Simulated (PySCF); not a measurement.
GeH2, SMILES [GeH2] (connectivity only; charge and spin as stated), neutral, multiplicity 1.

Geometry optimised at PBE0-D3(BJ)/def2-TZVPD. The isomer is the one that the SMILES or the coordinates give; other isomers of the formula were not compared.

Two levels are set side by side: PBE/def2-TZVPD (PySCF) and B3LYP/def2-TZVPD (PySCF). Same geometry, gas phase. Differences are taken from unrounded values.

```tsv
quantity	PBE
orbital gap (eV)	1.94
highest occupied level (eV)	-5.89
lowest empty level (eV)	-3.95
dipole moment (D)	0.20
mean polarisability (bohr³)	38.7
```

Q: These are the PBE values. What does B3LYP give? (An estimate is asked for; the answer gives what the named calculation found.)

A: 
| quantity | B3LYP | PBE minus B3LYP |
|---|---|---|
| orbital gap (eV) | 3.45 | -1.51 |
| highest occupied level (eV) | -6.77 | 0.88 |
| lowest empty level (eV) | -3.32 | -0.63 |
| dipole moment (D) | 0.26 | -0.06 |
| mean polarisability (bohr³) | 38.0 | 0.7 |

PBE's occupied levels lie high since its potential decays too fast outside the molecule; exact exchange lowers them and widens the gap. Differences between two approximate levels are no errors against the true value.

Rough cost on one machine, each run with all the roots and properties that it gave: B3LYP against PBE within a factor of 2.
